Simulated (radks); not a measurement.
Q: In XLV, configuration [He] 2s2 2p1 (the NIST ground configuration). All-electron calculation, Dirac Kohn-Sham, PBE, spin-unpolarised, spherical densities, point nucleus; open shells are shared between the two j in proportion to 2j + 1. Program: a radial shooting solver on a logarithmic mesh with Libxc functionals. Some entries of the table are withheld. Estimate them.

orbital      occ.  eigenvalue (hartree)  r(max) (bohr)
1s1/2           2             -1165.689        0.01919
2s1/2           2                   (1)         0.1051
2p1/2    0.333333                   (2)        0.08016
2p3/2    0.666667                   (3)        0.08424

A: 
(1) 2s1/2 eigenvalue (hartree): -274.9916
(2) 2p1/2 eigenvalue (hartree): -269.7712
(3) 2p3/2 eigenvalue (hartree): -260.7882
